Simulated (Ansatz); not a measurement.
CH$_{4}$BF$_{2}$N. Total charge 0; spin multiplicity 1. The bonds changed during the relaxation, so this is another structure than the one it started from.

```xyz
9

B     1.015    0.539   -0.340
C    -0.195   -0.472   -0.189
N    -1.135   -0.388    0.711
F    -0.421   -1.427   -1.053
F     2.074    0.001   -1.062
H     1.280    0.955    0.779
H     0.392    1.427   -0.940
H    -1.029    0.302    1.437
H    -1.980   -0.937    0.658
```

(1) What are the harmonic wavenumbers in cm⁻¹ at PBE0-D4/def2-TZVP (Ansatz, finite differences of forces, unscaled)? (An estimate is asked.)

(2) Is this a minimum?

(3) Give the ideal-gas thermochemistry at 298.15 K and 1 bar (rigid rotor, harmonic oscillator; point group C1, symmetry number 1).

(4) And at 400, 500, 600, 800 and 1000 K?

Answers

(1) The calculation gave: 101, 186, 307, 409, 574, 600, 697, 733, 841, 996, 1034, 1042, 1111, 1195, 1408, 1490, 1671, 2311, 2415, 3577, 3707.

(2) Yes, all 21 modes are real.

(3) Zero-point energy 157.9 kJ/mol; H(298) − E = 175.2 kJ/mol; entropy 313.1 J/(mol·K), of which translation 163.3, rotation 107.5, vibration 42.2; G(298) − E = 81.9 kJ/mol.

(4) 
```json
{"T (K)": "400", "H − E (kJ/mol)": "185.1", "S (J/mol/K)": "341.6", "G − E (kJ/mol)": "48.5"}
{"T (K)": "500", "H − E (kJ/mol)": "196.6", "S (J/mol/K)": "367.1", "G − E (kJ/mol)": "13.1"}
{"T (K)": "600", "H − E (kJ/mol)": "209.4", "S (J/mol/K)": "390.4", "G − E (kJ/mol)": "-24.8"}
{"T (K)": "800", "H − E (kJ/mol)": "238.2", "S (J/mol/K)": "431.7", "G − E (kJ/mol)": "-107.2"}
{"T (K)": "1000", "H − E (kJ/mol)": "270.0", "S (J/mol/K)": "467.2", "G − E (kJ/mol)": "-197.1"}
```
